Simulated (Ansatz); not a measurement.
`COBCCl` at its PBE0-D4/def2-TZVP geometry, where that method's forces vanish. The species carries charge 0 and has multiplicity 1.

```xyz
11

C     0.3855   -1.4293   -1.2843
O    -0.3531   -0.6271   -0.3843
B     0.2284    0.3041    0.3853
C    -0.6953    1.1937    1.2980
Cl   -0.5855    2.8391    0.5832
H     1.4559   -1.2177   -1.2183
H     0.0373   -1.2315   -2.2997
H     0.2047   -2.4796   -1.0487
H     1.4189    0.4660    0.3561
H    -0.3516    1.2773    2.3290
H    -1.7453    0.9050    1.2837
```

Problem. What forces (eV/Å) does ωB97M-V/def2-TZVPP give on these atoms in Ansatz 0.2.0? (Estimate.)

Solution. Ansatz gave: 
```
C1   0.168 -0.214 -0.238
O2  -0.172  0.070  0.094
B3   0.180  0.063  0.074
C4  -0.084 -0.094  0.163
Cl5  0.006  0.150 -0.059
H6  -0.097 -0.020 -0.007
H7   0.038 -0.019  0.096
H8   0.023  0.099 -0.022
H9  -0.133 -0.021 -0.006
H10 -0.034 -0.022 -0.094
H11  0.102  0.007  0.001
```
